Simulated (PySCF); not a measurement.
C$_{3}$H$_{5}$O (SMILES [CH]=C(C)O), doublet, geometry from GFN2-xTB; TPSS/STO-3G (PySCF).

Input for PySCF:
```python
from pyscf import gto, scf, dft

mol = gto.Mole()
mol.atom = '''
    C     0.86122322   -1.13535914    0.29492985
    C     0.09798036   -0.11748608    0.03266726
    C    -1.35838595   -0.21495342   -0.31297309
    O     0.52682308    1.20205721    0.03648412
    H     1.86182228   -1.37808805    0.55590500
    H    -1.68024337   -1.25095872   -0.31237308
    H    -1.93910884    0.35134192    0.41227830
    H    -1.52511972    0.22173818   -1.29553065
    H     1.46315923    1.24630078    0.26010331
'''
mol.basis = 'sto-3g'
mol.spin = 1
mol.verbose = 4
mol.build()

mf = dft.UKS(mol)
mf.xc = 'tpss'
mf.diis = False
mf.damp = 0.3
mf.diis_start_cycle = 200
mf.max_cycle = 150
mf.kernel()
```

What the program printed (banner, timings and long lists left out):

```
PySCF version 2.14.0

[INPUT] verbose = 4
[INPUT] num. atoms = 9
[INPUT] num. electrons = 31
[INPUT] charge = 0
[INPUT] spin (= nelec alpha-beta = 2S) = 1
[INPUT] symmetry False subgroup None
[INPUT] Mole.unit = angstrom
[INPUT] Symbol           X                Y                Z      unit          X                Y                Z       unit  Magmom
[...]
nuclear repulsion = 112.619943469192
number of shells = 17
number of NR pGTOs = 75
number of NR cGTOs = 25
basis = sto-3g
ecp = {}

******** <class 'pyscf.dft.uks.UKS'> ********
method = UKS
initial guess = minao
damping factor = 0.3
level_shift factor = 0
DIIS disabled
SCF conv_tol = 1e-09
SCF conv_tol_grad = None
SCF max_cycles = 150
direct_scf = True
direct_scf_tol = 1e-13
number electrons alpha = 16  beta = 15
XC library pyscf.dft.libxc version 7.1.2
    S. Lehtola, C. Steigemann, M. J. T. Oliveira, and M. A. L. Marques,  SoftwareX 7, 1–5 (2018)
XC functionals = tpss
    J. Tao, J. P. Perdew, V. N. Staroverov, and G. E. Scuseria,  Phys. Rev. Lett. 91, 146401 (2003)
    J. P. Perdew, J. Tao, V. N. Staroverov, and G. E. Scuseria,  J. Chem. Phys. 120, 6898 (2004)
    J. Tao, J. P. Perdew, V. N. Staroverov, and G. E. Scuseria,  Phys. Rev. Lett. 91, 146401 (2003)
    J. P. Perdew, J. Tao, V. N. Staroverov, and G. E. Scuseria,  J. Chem. Phys. 120, 6898 (2004)
radial grids:
    Treutler-Ahlrichs [JCP 102, 346 (1995); DOI:10.1063/1.469408] (M4) radial grids

becke partition: Becke, JCP 88, 2547 (1988); DOI:10.1063/1.454033
pruning grids: <function nwchem_prune>
grids dens level: 3
symmetrized grids: False
atomic radii adjust function: <function treutler_atomic_radii_adjust>
small_rho_cutoff = 0
Set gradient conv threshold to 3.16228e-05
tot grids = 105480
init E= -190.447600490405

cycle= 1 E= -189.941557994423  delta_E= 0.506  |g|= 0.299  |ddm|= 2.76
cycle= 2 E= -189.963999793318  delta_E= -0.0224  |g|= 0.255  |ddm|= 0.696
cycle= 3 E= -189.963411100172  delta_E= 0.000589  |g|= 0.237  |ddm|= 0.66
cycle= 4 E= -189.902738560395  delta_E= 0.0607  |g|= 0.394  |ddm|= 0.865
cycle= 5 E= -189.833598629554  delta_E= 0.0691  |g|= 0.481  |ddm|=  1.2
cycle= 6 E= -189.088806279447  delta_E= 0.745  |g|= 1.03  |ddm|= 2.02
cycle= 7 E= -188.115092072926  delta_E= 0.974  |g|= 1.29  |ddm|= 3.58
cycle= 8 E= -186.235104351455  delta_E= 1.88  |g|= 2.08  |ddm|= 4.15
cycle= 9 E= -185.464730642523  delta_E= 0.77  |g|= 1.55  |ddm|= 5.22
cycle= 10 E= -181.291903674687  delta_E= 4.17  |g|= 2.55  |ddm|= 6.78
cycle= 11 E= -182.602972953231  delta_E= -1.31  |g|=  1.8  |ddm|= 6.97
cycle= 12 E= -178.426512014304  delta_E= 4.18  |g|= 2.55  |ddm|= 7.64
cycle= 13 E= -181.113054466396  delta_E= -2.69  |g|= 1.74  |ddm|= 7.85

cycle= 14 E= -179.89865193752  delta_E= 1.21  |g|=  2.5  |ddm|= 7.91
cycle= 15 E= -181.186410677687  delta_E= -1.29  |g|= 1.78  |ddm|= 7.89
cycle= 16 E= -178.307856323204  delta_E= 2.88  |g|= 2.55  |ddm|= 7.87
cycle= 17 E= -181.079990045873  delta_E= -2.77  |g|= 1.75  |ddm|=  7.9
cycle= 18 E= -178.532079216322  delta_E= 2.55  |g|= 2.55  |ddm|=  7.9
cycle= 19 E= -181.076779476055  delta_E= -2.54  |g|= 1.75  |ddm|=  7.9
cycle= 20 E= -178.511948613455  delta_E= 2.56  |g|= 2.55  |ddm|=  7.9
cycle= 21 E= -181.075164432743  delta_E= -2.56  |g|= 1.75  |ddm|=  7.9
cycle= 22 E= -178.513298454988  delta_E= 2.56  |g|= 2.55  |ddm|=  7.9
cycle= 23 E= -181.075070497017  delta_E= -2.56  |g|= 1.75  |ddm|=  7.9
cycle= 24 E= -178.513126182504  delta_E= 2.56  |g|= 2.55  |ddm|=  7.9
cycle= 25 E= -181.075036326657  delta_E= -2.56  |g|= 1.75  |ddm|=  7.9
cycle= 26 E= -178.513129308533  delta_E= 2.56  |g|= 2.55  |ddm|=  7.9
cycle= 27 E= -181.075031399498  delta_E= -2.56  |g|= 1.75  |ddm|=  7.9
cycle= 28 E= -178.513126765429  delta_E= 2.56  |g|= 2.55  |ddm|=  7.9
cycle= 29 E= -181.075030345889  delta_E= -2.56  |g|= 1.75  |ddm|=  7.9
cycle= 30 E= -178.513126516053  delta_E= 2.56  |g|= 2.55  |ddm|=  7.9
cycle= 31 E= -181.075030156118  delta_E= -2.56  |g|= 1.75  |ddm|=  7.9
[...]
cycle= 97 E= -181.07503011148  delta_E= -2.56  |g|= 1.75  |ddm|=  7.9
cycle= 98 E= -178.513126410244  delta_E= 2.56  |g|= 2.55  |ddm|=  7.9
cycle= 99 E= -181.075030111486  delta_E= -2.56  |g|= 1.75  |ddm|=  7.9
cycle= 100 E= -178.513126410216  delta_E= 2.56  |g|= 2.55  |ddm|=  7.9
cycle= 101 E= -181.075030111492  delta_E= -2.56  |g|= 1.75  |ddm|=  7.9
cycle= 102 E= -178.513126410191  delta_E= 2.56  |g|= 2.55  |ddm|=  7.9
cycle= 103 E= -181.075030111496  delta_E= -2.56  |g|= 1.75  |ddm|=  7.9
cycle= 104 E= -178.513126410168  delta_E= 2.56  |g|= 2.55  |ddm|=  7.9
cycle= 105 E= -181.075030111501  delta_E= -2.56  |g|= 1.75  |ddm|=  7.9
cycle= 106 E= -178.513126410148  delta_E= 2.56  |g|= 2.55  |ddm|=  7.9
cycle= 107 E= -181.075030111505  delta_E= -2.56  |g|= 1.75  |ddm|=  7.9
cycle= 108 E= -178.51312641013  delta_E= 2.56  |g|= 2.55  |ddm|=  7.9
cycle= 109 E= -181.075030111508  delta_E= -2.56  |g|= 1.75  |ddm|=  7.9
cycle= 110 E= -178.513126410114  delta_E= 2.56  |g|= 2.55  |ddm|=  7.9
cycle= 111 E= -181.075030111511  delta_E= -2.56  |g|= 1.75  |ddm|=  7.9
cycle= 112 E= -178.5131264101  delta_E= 2.56  |g|= 2.55  |ddm|=  7.9
cycle= 113 E= -181.075030111513  delta_E= -2.56  |g|= 1.75  |ddm|=  7.9
cycle= 114 E= -178.513126410087  delta_E= 2.56  |g|= 2.55  |ddm|=  7.9
cycle= 115 E= -181.075030111517  delta_E= -2.56  |g|= 1.75  |ddm|=  7.9
cycle= 116 E= -178.513126410075  delta_E= 2.56  |g|= 2.55  |ddm|=  7.9
cycle= 117 E= -181.075030111519  delta_E= -2.56  |g|= 1.75  |ddm|=  7.9
cycle= 118 E= -178.513126410065  delta_E= 2.56  |g|= 2.55  |ddm|=  7.9
cycle= 119 E= -181.075030111521  delta_E= -2.56  |g|= 1.75  |ddm|=  7.9
cycle= 120 E= -178.513126410057  delta_E= 2.56  |g|= 2.55  |ddm|=  7.9
cycle= 121 E= -181.075030111522  delta_E= -2.56  |g|= 1.75  |ddm|=  7.9
cycle= 122 E= -178.513126410049  delta_E= 2.56  |g|= 2.55  |ddm|=  7.9
cycle= 123 E= -181.075030111524  delta_E= -2.56  |g|= 1.75  |ddm|=  7.9
cycle= 124 E= -178.513126410041  delta_E= 2.56  |g|= 2.55  |ddm|=  7.9
cycle= 125 E= -181.075030111525  delta_E= -2.56  |g|= 1.75  |ddm|=  7.9
cycle= 126 E= -178.513126410035  delta_E= 2.56  |g|= 2.55  |ddm|=  7.9
cycle= 127 E= -181.075030111526  delta_E= -2.56  |g|= 1.75  |ddm|=  7.9
cycle= 128 E= -178.513126410028  delta_E= 2.56  |g|= 2.55  |ddm|=  7.9
cycle= 129 E= -181.075030111528  delta_E= -2.56  |g|= 1.75  |ddm|=  7.9
cycle= 130 E= -178.513126410023  delta_E= 2.56  |g|= 2.55  |ddm|=  7.9
cycle= 131 E= -181.075030111528  delta_E= -2.56  |g|= 1.75  |ddm|=  7.9
cycle= 132 E= -178.513126410019  delta_E= 2.56  |g|= 2.55  |ddm|=  7.9
cycle= 133 E= -181.07503011153  delta_E= -2.56  |g|= 1.75  |ddm|=  7.9
cycle= 134 E= -178.513126410014  delta_E= 2.56  |g|= 2.55  |ddm|=  7.9
cycle= 135 E= -181.07503011153  delta_E= -2.56  |g|= 1.75  |ddm|=  7.9
cycle= 136 E= -178.513126410011  delta_E= 2.56  |g|= 2.55  |ddm|=  7.9
cycle= 137 E= -181.075030111531  delta_E= -2.56  |g|= 1.75  |ddm|=  7.9
cycle= 138 E= -178.513126410007  delta_E= 2.56  |g|= 2.55  |ddm|=  7.9
cycle= 139 E= -181.075030111531  delta_E= -2.56  |g|= 1.75  |ddm|=  7.9
cycle= 140 E= -178.513126410005  delta_E= 2.56  |g|= 2.55  |ddm|=  7.9
cycle= 141 E= -181.075030111532  delta_E= -2.56  |g|= 1.75  |ddm|=  7.9
cycle= 142 E= -178.513126410002  delta_E= 2.56  |g|= 2.55  |ddm|=  7.9
cycle= 143 E= -181.075030111533  delta_E= -2.56  |g|= 1.75  |ddm|=  7.9
cycle= 144 E= -178.51312641  delta_E= 2.56  |g|= 2.55  |ddm|=  7.9
cycle= 145 E= -181.075030111533  delta_E= -2.56  |g|= 1.75  |ddm|=  7.9
cycle= 146 E= -178.513126409998  delta_E= 2.56  |g|= 2.55  |ddm|=  7.9
cycle= 147 E= -181.075030111533  delta_E= -2.56  |g|= 1.75  |ddm|=  7.9
cycle= 148 E= -178.513126409995  delta_E= 2.56  |g|= 2.55  |ddm|=  7.9
cycle= 149 E= -181.075030111533  delta_E= -2.56  |g|= 1.75  |ddm|=  7.9
cycle= 150 E= -178.513126409994  delta_E= 2.56  |g|= 2.55  |ddm|=  7.9
SCF not converged.
SCF energy = -178.513126409994 after 150 cycles  <S^2> = 0.75177112  2S+1 = 2.0017703
```

The run did not converge; its last values are not results.
